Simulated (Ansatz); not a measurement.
Multireference treatment of CaH₂, singlet

Program: Ansatz, Gaussian basis, development build. Basis def2-SVP, nonrelativistic, 5 orbitals frozen in the corrections. State-specific CASSCF; RHF is the lowest restricted (open-shell) Hartree–Fock solution met. Letters tell apart solutions met in one space. The basis is small, far from the limit. No symmetry is imposed, so a solution can break that of the shape. Lower solutions, or ones in other orbitals, may exist.

Geometry:

```json
{"atom": "H", "x (Å)": "0.0000", "y (Å)": "0.0000", "z (Å)": "2.2140"}
{"atom": "Ca", "x (Å)": "0.0000", "y (Å)": "0.0000", "z (Å)": "0.0000"}
{"atom": "H", "x (Å)": "0.0000", "y (Å)": "0.0000", "z (Å)": "-2.2140"}
```

CASSCF less RHF, in eV, and natural occupations:

```tsv
CAS	CASSCF	occupations
(4,6) a	-1.077	1.97, 1.96, 0.04, 0.03, 0.00, 0.00
(4,6) b	-1.062	1.97, 1.96, 0.04, 0.03, 0.00, 0.00
```

**Question.** What totals less RHF do the corrections give on each solution?

**Answer.** 

```
    CAS  SC-NEVPT2
(4,6) a     -3.851
(4,6) b     -3.843
```
